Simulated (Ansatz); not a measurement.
Job for Ansatz (a first-principles code): R-B3LYP/def2-TZVPPD on GaH5O2 (a complex). Files ending in .json are basis or fitting sets from the Basis Set Exchange.

Ansatz 0.2 input:
```yaml
crystal:
  periodic: [false, false, false]
  atoms:
    - {symbol: O, position_ang: [-0.44824870, -0.98185870, 1.02826451]}
    - {symbol: Ga, position_ang: [0.38575375, -0.38299469, -0.43807130]}
    - {symbol: H, position_ang: [-0.36309947, -0.40264646, 1.80230784]}
    - {symbol: H, position_ang: [0.24030760, -1.32181315, -1.67653740]}
    - {symbol: H, position_ang: [1.16036568, 0.97718944, -0.36172285]}
    - {symbol: O, position_ang: [-0.31721363, 0.59981417, 3.45196668]}
    - {symbol: H, position_ang: [0.05647953, 0.04445747, 4.14515227]}
    - {symbol: H, position_ang: [-1.22197327, 0.78529869, 3.72688558]}
basis:
  gaussian:
    orbitals: def2-TZVPPD.json
hamiltonian:
  xc: {name: B3LYP}
scf: {lower_state_search: off}
```

Output:

```
WARN ansatz: RAYON_NUM_THREADS=1 ignored (pool sized by the plan → 1); use --threads N
Functional definition: B3LYP
these checks for a lower state are left out or cut short: stability, starts, cluster_reference, orbital_swaps, neighbouring_geometries, increment
integrals: 0.13 GiB planned
1082 factors; their error is unknown
mean field: 1.11 GiB planned
mean field evaluation 1: about -56546.6843 eV, gradient 8.4e1 eV
mean field evaluation 2: about -56483.2998 eV, gradient 1.8e2 eV
mean field evaluation 4: about -56557.2841 eV, gradient 1.7e1 eV
mean field evaluation 8: about -56557.6983 eV, gradient 4.1e-2 eV
mean field evaluation 16: about -56557.8373 eV, gradient 8.7e-6 eV
mean field -56557.83729137 eV, -2078.4621841789 hartree, gradient 5.4e-6 eV, S^2 0.000000; 0 other end points of the search recorded, 0 dependent functions left out
reference -56557.83759365 eV, -2078.4621952875 hartree; 26, 26 occupied and 193, 193 virtual orbitals, 1082 factors
Total energy: -56557.83759365 eV, -2078.4621952875 hartree
Checks for a lower state left out: stability, starts, cluster_reference, orbital_swaps, neighbouring_geometries, increment
```

The run converged.

Cost: about 4 core-seconds (a rough figure).
